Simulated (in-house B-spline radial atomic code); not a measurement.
Configurations of the sulfur ion S⁺, with energies counted from [Ne] 3s2 3p3. Computed with a B-spline radial code for spherical atoms: non-relativistic M06-L, spin-polarised, spherical fractional occupations, point nucleus. Shells without spins written out take the highest spin.

Occupations are held fixed; configurations that lie above the ionisation limit could autoionise.

| configuration | E - E(ref) (eV) | highest orbital | its <r> (bohr) |
| --- | --- | --- | --- |
| [Ne] 3s1 3p3 3d1 | 20.651 | 3d up | 2.566 |
| [Ne] 3s1 3p3 4d1 | 25.33 | 4d up | 7.526 |
| [He] 2s2 2p(3 up, 2 down) 3s2 3p(0 up, 3 down) 4p(0 up, 1 down) | 181.15 | 4p down | 5.332 |

Task: Order these further configurations by energy, lowest first.
A. [Ne] 3s1 3p4
B. [He] 2s2 2p5 3s2 3p3 4p1
C. [Ne] 3s2 3p(1 up, 2 down)
D. [Ne] 3s1 3p3 4p1

Result: C (2.7543 eV), A (10.929 eV), D (23.4 eV), B (180.11 eV).
